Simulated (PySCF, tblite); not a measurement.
Compound: C7H7NO.
Cartesian coordinates in Å at the GFN2-xTB level; atoms count from 1:
```
atom  x, y, z in Å
C1    -2.5302   -0.1155    0.5567
C2    -1.4370   -0.7646   -0.2522
O3    -1.6462   -1.7150   -0.9709
C4    -0.0724   -0.1820   -0.1299
C5     0.9658   -0.7574   -0.8667
C6     2.2401   -0.2323   -0.7693
C7     2.4345    0.8577    0.0679
N8     1.4628    1.4134    0.7721
C9     0.2466    0.9107    0.6777
H10   -2.2899   -0.1653    1.6166
H11   -3.4681   -0.6344    0.3746
H12   -2.6346    0.9295    0.2726
H13    0.7463   -1.6054   -1.4992
H14    3.0624   -0.6546   -1.3254
H15    3.4101    1.3111    0.1839
H16   -0.4978    1.4131    1.2803
```

Theory: PBE0/pcSseg-1 in PySCF (dipole) on a GFN2-xTB geometry, gas phase.

Take the most abundant isotopes and a rigid rotor. The values belong to one conformer with, in the numbering `[CH3:1][C:2](=[O:3])[c:4]1[cH:5][cH:6][cH:7][n:8][cH:9]1`, C1–C2–C4–C5 180°.

Problem. What are A, B and C (MHz)?

Solution. Ia = 133.35, Ib = 404.25, Ic = 534.45 u·Å²; 505379 MHz·u·Å²/I gives A = 3790, B = 1250, C = 945.6 MHz.

Problem. Classify the top.

Solution. An asymmetric top; Ray's κ = -0.786.

Problem. Is it planar, by Δ = Ic − Ia − Ib?

Solution. Not planar: Δ = Ic − Ia − Ib = -3.15 u·Å². For a rigid frame Δ = −2 Σ m c², so Σ m c² = 1.57 u·Å² lies off the ab plane, practically all of it from hydrogen. The atom farthest from that plane is 0.88 Å away.

Problem. Where do the levels up to J = 2 lie, in cm⁻¹?

Solution. Above 0(0,0):
J = 1: 1(0,1) 0.0732, 1(1,1) 0.1580, 1(1,0) 0.1681
J = 2: 2(0,2) 0.2189, 2(1,2) 0.2943, 2(1,1) 0.3248, 2(2,1) 0.5789, 2(2,0) 0.5798
The levels of one J sum to (2J + 1)J(J + 1)(A + B + C)/3.

Problem. Predict some low-J microwave lines.

Solution. The dipole components are |μa| = 0.81 D, |μb| = 0.49 D, |μc| = 0.00 D; the mirror of this Cs structure is the ab plane, so μc vanishes by symmetry and there are no c-type lines. The squared components, which scale the intensities, stand as 1.00 : 0.36 (a : b). Some lines, for components of 0.1 D or more:

```csv
type,branch,"J(Ka,Kc)",MHz,lower level (cm⁻¹)
a,Q,"2(1,1) ← 2(1,2)",914,0.294
b,Q,"1(1,0) ← 1(0,1)",2844,0.073
b,Q,"3(1,2) ← 3(0,3)",3716,0.435
a,R,"2(1,2) ← 1(1,1)",4087,0.158
a,R,"2(0,2) ← 1(0,1)",4366,0.073
a,R,"2(1,1) ← 1(1,0)",4696,0.168
b,R,"1(1,1) ← 0(0,0)",4735,0.000
a,R,"3(0,3) ← 2(0,2)",6485,0.219
a,R,"3(2,2) ← 2(2,1)",6587,0.579
a,R,"3(2,1) ← 2(2,0)",6689,0.580
a,R,"3(1,2) ← 2(1,1)",7027,0.325
b,Q,"3(2,1) ← 3(1,2)",7307,0.559
b,Q,"2(2,0) ← 2(1,1)",7645,0.325
b,Q,"3(2,2) ← 3(1,3)",9005,0.498
b,R,"3(2,1) ← 2(1,2)",15248,0.294
b,R,"3(3,1) ← 2(2,0)",20037,0.580
b,R,"3(3,0) ← 2(2,1)",20064,0.579
```

Problem. Estimate the classical rotational partition function at 200 K, 298.15 K and 500 K.

Solution. Point group Cs, symmetry number σ = 1; q = (√π/σ)·√((kT/h)³/(ABC)), k/h = 20836.6 MHz/K: 225000 at 200 K, 410000 at 298.15 K, 890000 at 500 K.

Its lowest GFN2-xTB frequency is 14 cm⁻¹, too small to tell a flat minimum from a shallow saddle. These are rigid-rotor constants of the computed structure; measured ground-state constants (B0) also hold zero-point vibration. A rigid rotor knows nothing of internal rotation, which can split or shift real lines. Quadrupole hyperfine structure (14N) is left out.
